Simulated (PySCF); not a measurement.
Si(I)(Me) (CH3ISi), SMILES C[Si]I (connectivity only; charge and spin as stated), neutral, multiplicity 1.

Geometry: r2SCAN-D4/def2-SVP. The def2 effective core potentials stand for the cores of I; spin–orbit coupling is left out.

All values below come from TDDFT-B3LYP/def2-SVPD run with PySCF 2.14.0.

Vertical excitations. The molecule is in vacuum. State labels are in the subgroup Cs.

Q: List the lowest excited states. (The exact figures need the calculation; the answer reports its results.)

A: 
| state | symmetry | energy (eV) | λ (nm) | f | main pairs |
|---|---|---|---|---|---|
| S1 | A" | 2.55 | 486 | 0.008 | HOMO→LUMO 100 % |
| S2 | A" | 3.57 | 348 | 0.004 | HOMO−1→LUMO 99 % |
| S3 | A' | 4.04 | 307 | 0.023 | HOMO−2→LUMO 91 % |
| S4 | A" | 4.82 | 257 | 0.001 | HOMO−3→LUMO 100 % |
| S5 | A' | 4.93 | 252 | 0.164 | HOMO→LUMO+1 87 % |
| S6 | A" | 5.81 | 213 | 0.003 | HOMO−2→LUMO+1 99 % |
| S7 | A' | 5.87 | 211 | 0.155 | HOMO−1→LUMO+1 86 % |
| S8 | A' | 5.95 | 208 | 0.062 | HOMO→LUMO+2 96 % |
| S9 | A' | 6.36 | 195 | 0.054 | HOMO→LUMO+3 91 % |
| S10 | A" | 6.78 | 183 | 0.021 | HOMO→LUMO+4 99 % |
| T1 | A" | 1.56 | 793 | 0 | HOMO→LUMO 93 % |
| T2 | A" | 3.27 | 380 | 0 | HOMO−1→LUMO 94 % |
| T3 | A' | 3.29 | 377 | 0 | HOMO−2→LUMO 99 % |
| T4 | A' | 3.95 | 314 | 0 | HOMO→LUMO+1 94 % |
Triplets are in the Tamm–Dancoff approximation, which puts them higher than full response would, so one can lie above its singlet here.
